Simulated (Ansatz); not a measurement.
Consider the hydrogen abstraction from the Si–H bond: `CC[SiH2]N` + F• → `CC[SiH]N`• + H–F.

Calculated with Ansatz (gas phase, PBE0-D4/def2-TZVP geometries, no zero-point term in ΔE). CCSD(T)/CBS adds triple-zeta CCSD(T) − MP2 to the extrapolated MP2 energy (def2 sets, frozen cores). This one scheme is used for every species, atoms too. Functionals use def2-TZVPP. No spin–orbit coupling; open shells (•) take unrestricted orbitals. Spin–orbit coupling would lower the free atoms: a little for F. Each species was taken in one conformer, which may not be the lowest.

`CC[SiH2]N`:

Z-matrix (Å, degrees):
```
C
C 1 1.526
H 1 1.093 2 111.4
H 1 1.093 2 111.7 3 120.1
H 1 1.093 2 111.5 3 -119.7
Si 2 1.871 1 113.2 3 60.7
H 2 1.095 1 110.9 3 -61.0
H 2 1.097 1 110.2 3 -178.0
N 6 1.724 2 110.3 1 178.7
H 6 1.498 2 107.4 1 53.0
H 6 1.490 2 111.3 1 -63.8
H 9 1.008 6 120.0 2 -61.1
H 9 1.007 6 119.1 2 157.3
```

`CC[SiH]N`•:

Z-matrix (Å, degrees):
```
C
C 1 1.528
H 1 1.092 2 111.2
H 1 1.094 2 111.5 3 120.5
H 1 1.093 2 111.2 3 -119.4
Si 2 1.884 1 113.5 3 58.4
H 2 1.096 1 110.6 3 -63.4
H 2 1.095 1 110.8 3 179.7
N 6 1.731 2 108.9 1 -60.6
H 6 1.498 2 110.8 1 54.6
H 9 1.008 6 119.2 2 159.9
H 9 1.008 6 119.6 2 -59.1
```

H–F:

Cartesian coordinates in Å:
```
F -0.439 -0.115 0.077
H 0.439 0.115 -0.077
```

```
             level  ΔE (kcal/mol)  difference from CCSD(T)/CBS
           PBE0-D4          -45.2                          0.2
      CAM-B3LYP-D4          -44.1                          1.3
            revPBE          -49.2                         -3.8
           r2SCANh          -44.5                          0.9
         CAM-B3LYP          -44.0                          1.4
           LC-ωPBE          -45.5                         -0.1
RPA@PBE/def2-TZVPP          -35.2                         10.2
    MP2/def2-TZVPP          -48.9                         -3.5
   CCSD/def2-TZVPP          -40.5                          4.9
CCSD(T)/def2-TZVPP          -42.5                          2.9
       CCSD(T)/CBS          -45.4                            0
```

Largest T1 diagnostic among the species: 0.013.

At CCSD(T), def2-SVP lies +8.8 kcal/mol from the extrapolated value and def2-TZVPP +3.0 kcal/mol. Leaving LDA and LC-ωPBE aside and taking each functional with its dispersion term where it has one, the values, not all of them listed here, spread over 16.3 kcal/mol, from PBE-D4 to BHLYP-D4. LDA lies −11.0 kcal/mol from PBE without D4.

CCSD(T)/CBS has its own doubt, a few kJ/mol and more with outer-core shells, so smaller differences from it don't rank the levels.
